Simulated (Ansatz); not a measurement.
The same path of BF2HO + FH (7 atoms, charge 0, multiplicity 1) was run twice with different band settings. Lost on the way: F6–H7. Made: B1–F6, O2–H7.

Theory: RKS B3LYP/6-31G* in Ansatz 0.2.0.

Relaxed end points:

```xyz
7
Properties=species:S:1:pos:R:3
B -0.063 -0.276 0.088
O -0.050 -0.289 1.458
H -0.942 -0.404 1.820
F 1.082 -0.182 -0.557
F -1.196 -0.419 -0.587
F 0.079 2.288 0.844
H 0.302 1.605 1.453
```

```xyz
7
Properties=species:S:1:pos:R:3
B 0.008 0.406 -0.132
O 0.038 0.030 1.688
H -0.818 -0.392 1.876
F 1.114 -0.211 -0.563
F -1.182 -0.164 -0.428
F 0.035 1.756 -0.053
H 0.018 0.897 2.129
```

Common settings: movable images 5; climbing image yes; spring 5.0 eV/Å²; start path through a guess of the saddle point; force threshold 0.05 eV/Å; iteration limit 60; end points relaxed.

| run | optimiser | largest step |
| --- | --- | --- |
| 1 | quadratic models (default) | default |
| 2 | lbfgs | 0.5 Å |

(1) What does each run give, and how far can it be trusted?

Answers

(1) Run 1: converged after 8 iterations, highest image 0.495 eV above the first end. A vibrational analysis at the climbing image gives one clearly imaginary mode, 929i cm⁻¹: a first-order saddle point.
Run 2: converged after 43 iterations, highest image 0.496 eV above the first end. Another band between the same ends (5 images) ends at a top of the same energy, where a vibrational analysis finds 1 clearly imaginary mode.
The orbitals stay closed-shell, which can raise the energy where a bond breaks towards radicals; this wasn't checked here.
